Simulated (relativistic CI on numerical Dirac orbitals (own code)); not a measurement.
# What each ingredient does to the levels of Lu³⁶⁺

Base calculation: Dirac-Coulomb-Breit CI, separate exchange-only KLI orbitals for each configuration, model QED, unscaled Slater integrals.

Configuration list (outside the closed core [Ar] 3d10): 4s²4p⁵, 4s4p⁶, 4s²4p⁴4d, 4s4p⁵4d, 4s²4p⁴4f, 4s4p⁵4f, 4p⁶4d, 4s4p⁴4d², 4s²4p³4d4f, 4p⁶4f, 4p⁵4d², 4p⁴4d³, 4p⁴4d²4f. Double excitations out of closed p, d and f shells are left out; levels of such configurations are missing from the list, as are those of other unlisted configurations, and high levels can miss mixing partners.

The lowest level and the first level of each name with at least 55 % of one term (blank where a level has no safe partner in the second run):

```tsv
Level	Base (cm⁻¹)	Shift (cm⁻¹)
4s²4p⁵ ²P°3/2	0	0
4s²4p⁵ ²P°1/2	597126	+11
4s²4p⁴4d ²D3/2	1209862	+1495
4s²4p⁴4d ⁴F9/2	1249763	+1499
4s²4p⁴4d ⁴D1/2	1661918	+1506
4s²4p⁴4d ²G7/2	1742884	+1521
4s²4p⁴4d ²G9/2	1864608	+1516
4s4p⁵4d ⁴P°1/2	2473822	+2176
4s4p⁵4d ⁴F°9/2	2569908	+5409
4s²4p⁴4f ⁴G°11/2	2722371	+16033
```

At this charge energies of transitions that change n are usually good to better than 1 %, and those within a shell (Δn = 0) to a few per cent.

(1) One thing was changed in a second run, which moved the levels as shown. Which?
A. P86 correlation estimate
B. one mean potential for all configurations
C. Breit term removed
D. QED terms removed
E. configuration mixing switched off

## Answers

(1) A. P86 correlation estimate. A correlation estimate moves all levels of a configuration together before mixing; mixed levels move by a weighted share.

LS names give the leading component of a level, which can be under half, so a name can repeat, a term be missing and a line seem to break the LS rules.
